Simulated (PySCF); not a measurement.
Sn(H)2(Et)(OMe), SMILES C[CH2][SnH2][O]C, GFN2-xTB optimised geometry.

```
15

Sn     0.18     0.32     0.00
C     -0.85    -0.98     1.40
C     -0.70    -0.57     2.85
O     -0.42    -0.45    -1.74
C     -0.06     0.00    -3.01
H      1.89     0.32     0.00
H     -0.22     1.98     0.00
H     -1.89    -0.98     1.11
H     -0.45    -1.98     1.24
H     -1.10     0.42     3.03
H      0.34    -0.58     3.16
H     -1.25    -1.27     3.49
H      1.02    -0.08    -3.18
H     -0.36     1.03    -3.19
H     -0.57    -0.65    -3.73
```

Density from PySCF with PBE0/def2-TZVP, def2 effective core potentials past Kr at that geometry. The core electrons that the potentials of Sn replace are not part of the density.

Minimum of the electron density along straight lines between bonded atoms, close to the bond critical point (lines longer than 1.1 times the sum of covalent radii, or with two minima, are not listed):

```csv
bond,length / Å,ρ at the minimum / e bohr⁻³,∇²ρ there / e bohr⁻⁵,position (fraction from the first atom)
Sn1–C2,2.173,___,0.08,0.51
C2–C3,1.515,___,-0.61,0.51
Sn1–O4,1.997,0.113,___,0.51
O4–C5,1.397,0.269,-0.59,0.65
Sn1–H6,1.711,0.113,0.08,0.63
Sn1–H7,1.711,0.113,0.08,0.63
C2–H8,1.090,0.278,-0.94,0.64
C2–H9,1.090,0.278,-0.94,0.64
C3–H10,1.086,0.281,-0.97,0.64
C3–H11,1.086,0.281,-0.96,0.64
C3–H12,1.089,0.279,-0.95,0.64
C5–H13,1.092,0.283,-0.99,0.64
C5–H14,1.092,0.283,-0.99,0.64
C5–H15,1.091,0.284,-1.01,0.64
```

Fill in the missing entries.


- Sn1–C2, ρ at the minimum / e bohr⁻³: 0.103
- C2–C3, ρ at the minimum / e bohr⁻³: 0.247
- Sn1–O4, ∇²ρ there / e bohr⁻⁵: 0.44
